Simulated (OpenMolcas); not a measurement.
Ti: effect of the IPEA shift

```json
{
 "Program": "OpenMolcas 26.06",
 "Basis": "ANO-RCC-VTZP [6s5p3d2f1g]",
 "Scalar Hamiltonian": "DKH2, point nucleus",
 "Active space": "2 electrons in 5 orbitals (3d)",
 "State averaging": "2S+1 = 3 even, 10 roots; 2S+1 = 1 even, 15 roots",
 "Spin-orbit coupling": "state interaction with AMFI integrals over the reference wave functions, term energies averaged over their components"
}
```

Methods on the same reference wave functions:
A. CASSCF
B. SS-CASPT2, IPEA 0 Eh, imaginary shift 0.1 Eh (closed shells correlated: 3s 3p 4s)
C. SS-CASPT2, IPEA 0.25 Eh, imaginary shift 0.1 Eh (closed shells correlated: 3s 3p 4s)

Energies in cm⁻¹ above 3d² 4s² ³F₂, the measured ground level; measured values from NIST Handbook of Basic Atomic Spectroscopic Data.

```tsv
Level	A	B	C	Measured
3d² 4s² ³F₂	0.0	0.0	0.0	0.0
3d² 4s² ³F₃	179	182	181	170
3d² 4s² ³F₄	413	416	415	387
3d² 4s² ¹D₂	10597	5710	6340	7255
3d² 4s² ³P₀	12733	8960	9820	8437
3d² 4s² ³P₁	12795	9030	9890	8492
3d² 4s² ³P₂	12924	9150	10010	8602
3d² 4s² ¹G₄	16290	12670	12820	12118
3d² 4s² ¹S₀	39290	28110	27770
```

Deviations, from unrounded energies. A percentage is the sum of absolute deviations over the sum of measured energies, with the sign that they share, or ± where signs differ.

| Against measurement | Levels | A | B | C |
| --- | --- | --- | --- | --- |
| mean absolute deviation (cm-1) | 7 | 2900 | 540 | 840 |
| fine structure of the ground term (%) | 2 | +6.4 | +7.3 | +7.1 |
| other terms of the ground configuration (%) | 5 | +45.5 | ±8.3 | ±12.9 |

B lies closest to measurement on these levels and A furthest from it. The largest miss of B in the table is 3d² 4s² ¹D₂, by -1500 cm-1. The ranking rests on the paired levels alone, and a cruder setting can come out closer through cancelling errors.

Between B and C the level of the table that moves most is 3d² 4s² ³P₁, by 860 cm-1 (lowest in B, highest in C). Moves below CASPT2's spread within the term are not significant.

The mean deviations of B to C differ by less than CASPT2's widest spread within a term (1300 cm-1), so their order carries little weight.

From A to B the spin-free energies of the other terms of 3d² 4s² shown, above ³F, scale by factors of 0.53 to 0.77.

The lowest spin-free term lies below A's lowest term by 0.366 hartree in B, 0.359 hartree in C.

CASPT2 does not keep the components of a term degenerate, so their means are used; among the terms shown or strongly mixed into the levels shown the widest spread is 1300 cm-1 (3d² 4s² ³F, B). With the s shell closed, the reference lacks s² → p², s² → d² and s → d mixing, so excited terms can stand far too high and out of order, with CASPT2 too. Without dynamic correlation excited terms often stand tens of per cent too high (terms of higher spin than the ground term too low), and those without a measured partner can miss by more than the paired ones (holds for A). Some terms miss by over 15 % even with CASPT2, which points to a basis or an active space too small for the shells correlated (holds for B; C). Computed and measured levels are paired by configuration, term and J; levels that our copy of the source lacks, or whose pairing is in doubt (as where it misses far off the trend of its configuration), stay unpaired and out of the deviations. Only configurations of the active space appear.
